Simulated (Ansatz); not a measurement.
BH₇NSi₂, SMILES `BN([SiH2])[SiH3]` radical, relaxed with UKS PBE-D4/def2-SVP in the Gaussian-basis code of Ansatz from a rough embedded geometry. The force threshold is 0.03 eV/Å; the program also tests the step.

Total charge 0; spin multiplicity 2.

Start:

```xyz
11

B    -1.572    0.449    0.135
N    -0.247    0.110    0.771
Si   -0.020   -1.687    0.733
Si    0.985    0.881   -0.360
H    -2.411    0.982    0.819
H    -1.910    0.098   -0.932
H     1.288   -2.003    1.258
H    -0.106   -2.140   -0.724
H     2.314    0.592    0.237
H     0.811    2.347   -0.290
H     0.867    0.370   -1.647
```

| step | energy (eV) | largest force (eV/Å) | largest move (Å) |
| --- | --- | --- | --- |
| 1 | -18016.0299 | 2.905 | 0.000 |
| 2 | -18016.2904 | 1.100 | 0.173 |
| 3 | -18016.4466 | 0.563 | 0.085 |
| 4 | -18016.5424 | 0.274 | 0.200 |
| 5 | -18016.6506 | 0.367 | 0.195 |
| 6 | -18016.7984 | 0.529 | 0.195 |
| 7 | -18016.9721 | 0.559 | 0.200 |
| 8 | -18017.1552 | 0.557 | 0.199 |
| 9 | -18017.3101 | 0.426 | 0.200 |
| 10 | -18017.4137 | 0.308 | 0.200 |
| 11 | -18017.4680 | 0.137 | 0.200 |
| 12 | -18017.4844 | 0.072 | 0.199 |
| 13 (rejected) | -18017.4544 | 0.628 | 0.200 |
| 14 | -18017.4891 | 0.034 | 0.100 |
| 15 | -18017.4927 | 0.065 | 0.099 |
| 16 | -18017.4951 | 0.139 | 0.148 |
| 17 | -18017.4963 | 0.101 | 0.034 |
| 18 | -18017.4981 | 0.033 | 0.043 |
| 19 (rejected) | -18017.4971 | 0.143 | 0.040 |
| 20 | -18017.4986 | 0.016 | 0.019 |
| 21 | -18017.4988 | 0.023 | 0.042 |

End:

```xyz
11

B    -1.583    0.350   -0.043
N    -0.231   -0.047    0.164
Si    0.155   -1.562    1.026
Si    1.094    1.005   -0.429
H    -2.492   -0.357    0.359
H    -1.820    1.397   -0.624
H     1.445   -2.109    0.460
H    -0.978   -2.536    0.841
H     2.300    0.765    0.436
H     0.673    2.441   -0.340
H     1.437    0.654   -1.850
```

It took 35 s on 4 threads of an Arm Neoverse V1 on a shared host, with 0.17 GiB of host memory at the peak.
